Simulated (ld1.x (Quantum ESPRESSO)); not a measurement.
PBE PAW dataset for Au (Z = 79), scalar-relativistic all-electron reference.

* Element: Au
* Generator: ld1.x (Quantum ESPRESSO) 7.5
* Type: PAW
* Functional: PBE
* Relativity: scalar-relativistic
* Frozen core: [Kr] 4d10 4f14 5s2
* Valence charge: 17
* Reference configuration: 5p6 5d10 6s0 6p0 (charge +1)
* Partial waves: 6s (bound, empty): rcut 1.50, rcutus 2.05 bohr; 6s channel at -0.5 Ry: rcut 1.50, rcutus 2.05 bohr; 5p (bound): rcut 1.80, rcutus 2.15 bohr; 6p (bound, empty): rcut 1.80, rcutus 2.15 bohr; 5d (bound): rcut 1.85, rcutus 2.05 bohr; 5d channel at -0.75 Ry: rcut 1.85, rcutus 2.05 bohr
* Local potential: all-electron potential smoothed inside 2.00 bohr (lloc = -1)
* Core correction: Bessel-smoothed model core inside 1.50 bohr
* Augmentation charge: PSQ, inside the norm-conserving radii

Poles of the logarithmic derivatives, all-electron (AE) and pseudo (PS). s: poles at 2.1 (AE) and 2.1 (PS) Ry. p: poles at -4.9, 4.3 (AE) and -4.9 (PS) Ry. d: poles at -0.5 (AE) and -0.5 (PS) Ry. Test radius 2.34 bohr.

* Cutoffs needed: 30 Ry and 45 Ry (the cutoffs (Ry, on a coarse ladder) from which the occupation-weighted sum of valence levels, in a spherical-Bessel basis at the reference potential, stays within 10 and 1 mRy of its value at 400 Ry)
* Ghost test: ghost state, extra bound levels that the all-electron valence spectrum of the same l lacks: s at -48.3 eV; a true bound ghost makes a file unfit for plane-wave use (spherical-Bessel basis up to 400 Ry, 20 bohr box)
* Configuration tests: test run stopped at test 3 of 7 (negative rho)
* Lowest eigenvalue of the overlap operator: 0.57 (s channel)
* Density cutoff estimated by the generator: 151 Ry
